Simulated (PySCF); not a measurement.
# [Dy(PH3)]2+ at several levels of theory

Computed with PySCF 2.14.0 (density fitting, no spin-orbit coupling) at the geometry relaxed with PBE0:

```xyz
5
[Dy(PH3)]2+ (singlet in the valence; each metal's 4f electrons, 10 of them, lie in its core potential, out of spins and levels)
Dy    0.0000    0.0000   -0.5059
P     0.0000    0.0000    2.5901
H     1.2703    0.0000    3.2205
H    -0.6352    1.1001    3.2205
H    -0.6352   -1.1001    3.2205
```

```tsv
level	basis	state	HOMO (eV)	gap (eV)	charge on Dy1 (e)	population of f-type functions on Dy1 (polarisation alone where 4f lies in the core)	dipole about the centre of mass (D)	largest force component (eV/Å)
PBE0	Dy lcecp-0-SVP with ECP56, P def2-SVP, H def2-SVP	singlet	–	–	1.62	0.00	0.51	0.01
BP86	the same	singlet	–	–	1.59	0.00	0.79	0.31
PBE0	Dy lcecp-0-TZVP with ECP56, P def2-TZVP, H def2-TZVP	singlet	–	–	1.70	0.00	0.63	0.18
```

In the lcecp rows the 4f levels are missing from HOMO and gap, and the state counts the valence alone.

Charges are Mulliken's, which hang on the basis. The relaxation used the grid (50, 194), these runs (75, 302) or, all-electron (x2c bases, spin-free X2C Hamiltonian), (99, 590).

**Question.** What does revPBE with Dy lcecp-0-SVP with ECP56, P def2-SVP, H def2-SVP give here?

**Answer.** state singlet, charge on Dy1 (e) 1.59, population of f-type functions on Dy1 (polarisation alone where 4f lies in the core) 0.00, dipole about the centre of mass (D) 0.80, largest force component (eV/Å) 0.24. Time: 1.6 s on 2 threads of Arm Neoverse V2 (shared host), from an already converged density.

An lcecp potential fixes the number of 4f electrons, so in runs with it no electron can move into or out of that shell; real Dy(II) is rare or takes another configuration.
